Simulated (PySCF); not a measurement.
Job file and geometry (Å, from GFN2-xTB) of an NMR shielding run on SMILES O=C1[C@H](C(F)(F)F)O[C@@H]1CF, C$_{5}$H$_{4}$F$_{4}$O$_{2}$, GIAO PBE0/pcSseg-1 NMR shielding, non-relativistic, gas phase in PySCF; density fitting, a coarse starting grid and PySCF grid level 2 are the driver's defaults:

```
$ OMP_NUM_THREADS=1 python probes_run.py task.json out

{"job": {"kind": "nmr", "xc": "PBE0", "basis": "pcSseg-1"}, "charge": 0, "multiplicity": 1}
O     -0.718125     0.725849     2.037358
C     -0.251414     0.706748     0.948393
C     -0.775263     0.892338    -0.477424
C     -1.785929    -0.170487    -0.919768
F     -2.026953    -0.122605    -2.229640
F     -1.353471    -1.406386    -0.642604
F     -2.954998    -0.010541    -0.294075
O      0.529717     0.648124    -0.982353
C      1.104454     0.444933     0.322587
C      1.695382    -0.942197     0.566780
F      3.044229    -0.930322     0.354994
H     -1.170959     1.880086    -0.739358
H      1.863716     1.204035     0.544128
H      1.260124    -1.673599    -0.120309
H      1.535075    -1.237987     1.609379
```

Task: What does the program print?

Result: 
```
coarse grid: 14432 points
cycle   1  E = -741.4773521038  dE =  2.121e+00  |g| = 1.320e+00  |ddm| = 3.540e+00
cycle   2  E = -740.6959508400  dE =  7.814e-01  |g| = 2.495e+00  |ddm| = 2.679e+00
cycle   3  E = -741.7654148799  dE = -1.069e+00  |g| = 3.090e-01  |ddm| = 2.011e+00
cycle   4  E = -741.7802240825  dE = -1.481e-02  |g| = 1.349e-01  |ddm| = 2.902e-01
cycle   5  E = -741.7831742980  dE = -2.950e-03  |g| = 2.745e-02  |ddm| = 9.953e-02
cycle   6  E = -741.7833014903  dE = -1.272e-04  |g| = 9.745e-03  |ddm| = 2.309e-02
cycle   7  E = -741.7833168451  dE = -1.535e-05  |g| = 2.521e-03  |ddm| = 7.699e-03
cycle   8  E = -741.7833179003  dE = -1.055e-06  |g| = 6.379e-04  |ddm| = 2.076e-03
final grid: 146360 points
cycle   9  E = -741.8967966998  dE = -3.438e-05  |g| = 1.653e-02  |ddm| = 3.200e-02
cycle  10  E = -741.8966705231  dE =  1.262e-04  |g| = 3.135e-02  |ddm| = 3.050e-02
cycle  11  E = -741.8968444459  dE = -1.739e-04  |g| = 2.892e-03  |ddm| = 2.105e-02
cycle  12  E = -741.8968459181  dE = -1.472e-06  |g| = 4.264e-04  |ddm| = 2.065e-03
cycle  13  E = -741.8968459434  dE = -2.529e-08  |g| = 2.081e-04  |ddm| = 5.080e-04
cycle  14  E = -741.8968459518  dE = -8.416e-09  |g| = 4.125e-05  |ddm| = 1.854e-04
cycle  15  E = -741.8968459520  dE = -2.294e-10  |g| = 1.416e-05  |ddm| = 3.337e-05
converged SCF energy = -741.8968459520

GIAO shielding tensors (ppm)
atom      isotropic    diamagn.    paramagn.     s11        s22        s33       span
  0 O     -337.610     398.306    -735.916   -905.284   -420.354    312.807   1218.092
  1 C      -14.659     250.951    -265.610   -104.896    -23.240     84.159    189.055
  2 C       85.986     257.510    -171.524     44.601     90.535    122.823     78.222
  3 C       56.269     241.117    -184.847     50.107     58.501     60.200     10.092
  4 F      254.626     470.327    -215.701    178.382    245.630    339.867    161.485
  5 F      266.615     476.473    -209.858    189.664    262.552    347.628    157.964
  6 F      262.573     470.703    -208.131    183.385    267.284    337.049    153.664
  7 O      289.514     397.924    -108.411    245.791    282.653    340.097     94.306
  8 C       75.470     254.037    -178.567     35.292     80.512    110.606     75.314
  9 C       98.201     242.755    -144.554     73.195     81.653    139.754     66.560
 10 F      417.677     467.829     -50.152    374.307    405.148    473.577     99.270
 11 H       26.233      29.276      -3.043     23.441     26.087     29.170      5.729
 12 H       25.655      29.641      -3.986     23.190     24.509     29.267      6.078
 13 H       26.131      28.370      -2.239     21.821     25.745     30.828      9.007
 14 H       26.757      28.172      -1.415     22.625     28.007     29.639      7.014
```

Task: Turn these shieldings into chemical shifts. Scale: H2O for 17O (σref 336.08); 13C (σref 186.93) and 1H (σref 31.72) against TMS; 19F (σref 170.95) against CFCl3 (reference shieldings calculated alike).

Result: Averaging equivalent atoms: O 0: 673.7; O 7: 46.6; C 1: 201.6; C 3: 130.7; C 8: 111.5; C 2: 100.9; C 9: 88.7; F 4/5/6: -90.3; F 10: -246.7; H 12: 6.06; H 13: 5.59; H 11: 5.48; H 14: 4.96 ppm. Unscaled 19F shifts against computed CFCl3 carry errors that often reach 10 to 50 ppm. Unscaled 17O shifts of doubly bonded oxygen tend to come out too high, by tens of ppm or more. Experimental scales use liquid or dissolved standards, which lie at an offset from isolated H2O (liquid H2O: subtract about 36 ppm).

Size and cost of the density-fitted run: 207 basis functions, 83 s wall time on 1 thread of an Arm Neoverse N1, shared host; peak memory 0.93 GiB.
